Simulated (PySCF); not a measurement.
Ga(F)2(OAc) (C₂H₃F₂GaO₂), SMILES CC(=O)[O][Ga]([F])[F].

Coordinates come from a PBE-D3(BJ)/def2-SVP optimisation. The values are those of a single conformer.

Method: PBE-D3(BJ)/def2-SVP (PySCF).

Frequencies are harmonic and unscaled.

Computed harmonic wavenumbers and intensities:
| mode | ν (cm⁻¹) | IR (km/mol) | moving atoms (share of kinetic energy) |
|---|---|---|---|
| 1 | 13 | 0.8 | H 97 % |
| 2 | 78 | 0.1 | F 50 %, C 26 %, H 12 %, Ga 8 % |
| 3 | 127 | 0.0 | O 69 %, F 30 % |
| 4 | 164 | 19.8 | F 54 %, Ga 37 % |
| 5 | 170 | 27.5 | F 83 % |
| 6 | 216 | 19.3 | O 44 %, C 17 %, F 16 %, Ga 14 %, H 9 % |
| 7 | 255 | 11.1 | O 47 %, C 26 %, H 15 %, Ga 13 % |
| 8 | 361 | 37.3 | Ga 37 %, C 27 %, O 23 %, F 9 % |
| 9 | 472 | 0.0 | O 72 %, H 17 %, C 9 % |
| 10 | 601 | 4.8 | C 44 %, H 33 %, O 23 % |
| 11 | 670 | 56.2 | F 85 %, Ga 14 % |
| 12 | 725 | 58.8 | O 55 %, C 32 %, H 10 % |
| 13 | 730 | 69.8 | F 70 %, Ga 29 % |
| 14 | 969 | 2.4 | O 70 %, C 22 % |
| 15 | 980 | 3.1 | H 65 %, C 24 %, O 10 % |
| 16 | 1015 | 13.0 | H 48 %, C 48 % |
| 17 | 1312 | 1.9 | H 78 %, C 19 % |
| 18 | 1371 | 49.2 | H 93 % |
| 19 | 1392 | 26.2 | H 92 % |
| 20 | 1484 | 226.7 | C 75 %, O 20 % |
| 21 | 1537 | 223.3 | C 66 %, O 27 % |
| 22 | 2998 | 0.9 | H 97 % |
| 23 | 3090 | 1.5 | H 91 %, C 9 % |
| 24 | 3134 | 0.0 | H 90 %, C 10 % |
